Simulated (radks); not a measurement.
Values are calculated unless marked as measured or tabulated.
Problem. The mean radii <r> (bohr) of the occupied orbitals of an atom or ion are listed with their occupations. Code: a radial shooting solver on a logarithmic mesh with Libxc functionals. Model: scalar-relativistic Kohn-Sham, PW91, spin-polarised, spherical densities, finite nucleus; Fermi nuclear charge, rms radius of each element as measured or else 0.836 A^(1/3) + 0.57 fm.

| orbital | occ. | <r> |
|---|---|---|
| 1s up | 1 | 0.02781 |
| 1s down | 1 | 0.02781 |
| 2s up | 1 | 0.1198 |
| 2s down | 1 | 0.1198 |
| 2p up | 3 | 0.1047 |
| 2p down | 3 | 0.1047 |
| 3s up | 1 | 0.3222 |
| 3s down | 1 | 0.3221 |
| 3p up | 3 | 0.3202 |
| 3p down | 3 | 0.3202 |
| 3d up | 5 | 0.2968 |
| 3d down | 5 | 0.2968 |
| 4s up | 1 | 0.7643 |
| 4s down | 1 | 0.7642 |
| 4p up | 3 | 0.8206 |
| 4p down | 3 | 0.8201 |
| 4d up | 5 | 0.9674 |
| 4d down | 5 | 0.9639 |
| 5s up | 1 | 1.933 |
| 5s down | 1 | 1.935 |
| 5p up | 1 | 2.265 |
| 6p up | 2 | 5.413 |

Name the element and its charge. Open shells, if any, are filled with parallel spins first.

Solution. Z = 52, tellurium, charge +1: Te+ in [Kr] 4d10 5s2 5p1 6p2. The 1s radius gives Z: for a bare nucleus <r> = (2 gamma + 1)/(2Z) with gamma = sqrt(1 - (Z/c)^2), 0.02741 bohr for Z = 52, and screening makes it slightly larger (0.02781 here). The occupations add up to 51, and the charge is Z minus that.
